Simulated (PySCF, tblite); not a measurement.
A complex of Be2+ and 2 × water

A gas-phase complex of Be2+ and 2 × water; charge +2, singlet. The structure comes from a short search (6 tight-binding starts) and was relaxed by PBE0-D3(BJ)/def2-TZVPD; another way of binding may lie lower. Frequencies by PBE0-D3(BJ)/def2-TZVPD show no clear imaginary mode.

Parts: 1 = Be2+ ([Be+2]), atoms 1, charge +2; 2 = water (O), atoms 2–4; 3 = water (O), atoms 5–7.

```csv
atom,part,x (Å),y (Å),z (Å)
Be1,1,-0.879,1.407,0.445
O2,2,-0.538,1.758,-0.986
H3,2,-1.113,1.607,-1.768
H4,2,0.300,2.166,-1.296
O5,3,-1.265,1.058,1.866
H6,3,-1.769,1.633,2.483
H7,3,-1.050,0.222,2.334
```

Contacts between parts, classed by geometry: Be1···O2 1.513 Å (bond); Be1···O5 1.513 Å (bond).

The parts are joined by the bonds Be1–O2 and Be1–O5, so these are energies of forming such bonds; deforming the relaxed parts to their shape in the adduct costs 1.5 kcal/mol, which the interaction energies leave out.

Interaction energies are complex less parts, with the parts frozen as they stand in it; counterpoise-corrected, in kcal/mol (PySCF).

**Question.** How strongly do the parts interact, level by level?

**Answer.** 
```csv
level,interaction,superposition error removed
wB97M-D3(BJ)/def2-TZVPD,-265.42,-0.15
PBE0-D3(BJ)/def2-TZVPD,-267.93,-0.19
```

**Question.** What holds them together? Decompose the wB97M-D3(BJ)/def2-TZVPD energy: frozen parts, their antisymmetrised product, then relaxation.

**Answer.** electrostatic -162.8, Pauli repulsion +74.5, orbital relaxation -175.5, dispersion correction -1.7 kcal/mol, which sum to the value before the counterpoise correction; the Pauli term holds the exchange-correlation of the frozen density too. Of the attraction, 52 % is orbital relaxation, 48 % is electrostatic, 1 % is dispersion correction.

**Question.** Are the pair energies additive?

**Answer.** The pairs sum to -291.11 kcal/mol (1–2 -146.8, 1–3 -146.9, 2–3 2.6); the rest of +25.69 is a many-body weakening.

The parts were also relaxed and run alone, at the levels used for the complex: shieldings by PBE0/pcSseg-2; core levels by delta-SCF with SCAN, pcX-2 on the ionised atom and pcseg-1 elsewhere, spin-free X2C.

**Question.** How do these values change when the complex forms?

**Answer.** 
```json
{"property": "shielding of Be1 (ppm)", "alone": "130.4", "in the complex": "106.4", "change": "-24.0"}
{"property": "shielding of O2 (ppm)", "alone": "329.1", "in the complex": "306.5", "change": "-22.7"}
{"property": "shielding of O5 (ppm)", "alone": "329.1", "in the complex": "306.4", "change": "-22.7"}
{"property": "O2 1s core level (eV)", "alone": "539.76", "in the complex": "554.79", "change": "+15.03"}
```

**Question.** What are the binding energy from relaxed parts (wB97M-D3(BJ)/def2-TZVPD), and ΔH and ΔG of association at 298.15 K and 1 atm?

**Answer.** -263.95 kcal/mol, -258.47 with zero-point energy; ΔH -260.7 and ΔG -243.7 kcal/mol, from harmonic vibrations by PBE0-D3(BJ)/def2-TZVPD with low modes damped.

Multiply charged ions in the gas phase bind far more strongly than in solution.
